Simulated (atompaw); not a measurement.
# Cutoff test, thallium (Tl), PAW (atompaw)

Tl, PAW, made with atompaw 4.2.0.5 (LDA (PW92), scalar-relativistic). Core [Kr] 4d10 4f14 5s2, reference 5p6 5d10 6s2 6p1. Waves: 6s (bound): rc 2.40 bohr; 6s channel at 1.2 Ry: rc 2.40 bohr; 5p (bound): rc 1.30 bohr; 6p (bound): rc 2.40 bohr; 5d (bound): rc 2.40 bohr; 5d channel at 0.5 Ry: rc 2.40 bohr. Local part: bessel scheme, radius 1.90 bohr. Core correction: smooth core density matched at 1.90 bohr. Augmentation charge: sinc compensation charge, radius 1.75 bohr; PAW radius 2.40 bohr; waves and projectors: custom rrkj gramschmidtortho.

The pseudo-atom Hamiltonian at the reference potential is diagonalised in spherical Bessel functions j_l(qr) that vanish at 20 bohr, with q² up to the cutoff. All-electron valence levels (Ry): 6s -0.7225, 5p -5.6051, 6p -0.1893, 5d -1.1483.

How do the lowest levels (Ry) of each channel move with the cutoff, and are there ghosts?

```json
{"cutoff (Ry)": "8", "s #1": "-0.7223", "s #2": "-0.0315", "p #1": "-0.1891", "p #2": "0.0270", "p #3": "0.1366", "d #1": "-1.0545", "f #1": "0.1009", "Σ f·Δε (mRy)": "33434.0"}
{"cutoff (Ry)": "18", "s #1": "-0.7225", "s #2": "-0.0315", "p #1": "-4.5081", "p #2": "-0.1893", "p #3": "0.0270", "d #1": "-1.1477", "f #1": "0.1009", "Σ f·Δε (mRy)": "6587.8"}
{"cutoff (Ry)": "30", "s #1": "-0.7225", "s #2": "-0.0315", "p #1": "-5.5112", "p #2": "-0.1893", "p #3": "0.0270", "d #1": "-1.1482", "f #1": "0.1009", "Σ f·Δε (mRy)": "564.1"}
{"cutoff (Ry)": "50", "s #1": "-0.7225", "s #2": "-0.0315", "p #1": "-5.6039", "p #2": "-0.1893", "p #3": "0.0270", "d #1": "-1.1483", "f #1": "0.1009", "Σ f·Δε (mRy)": "6.7"}
{"cutoff (Ry)": "70", "s #1": "-0.7225", "s #2": "-0.0316", "p #1": "-5.6044", "p #2": "-0.1893", "p #3": "0.0270", "d #1": "-1.1483", "f #1": "0.1009", "Σ f·Δε (mRy)": "3.8"}
{"cutoff (Ry)": "110", "s #1": "-0.7225", "s #2": "-0.0316", "p #1": "-5.6049", "p #2": "-0.1893", "p #3": "0.0270", "d #1": "-1.1483", "f #1": "0.1009", "Σ f·Δε (mRy)": "0.5"}
{"cutoff (Ry)": "400", "s #1": "-0.7225", "s #2": "-0.0316", "p #1": "-5.6050", "p #2": "-0.1893", "p #3": "0.0270", "d #1": "-1.1483", "f #1": "0.1009", "Σ f·Δε (mRy)": "0.0"}
```

Result: no extra level below or beside the all-electron valence levels (s, p, d, f tested); 10 mRy is reached at 50 Ry and 1 mRy at 90 Ry.
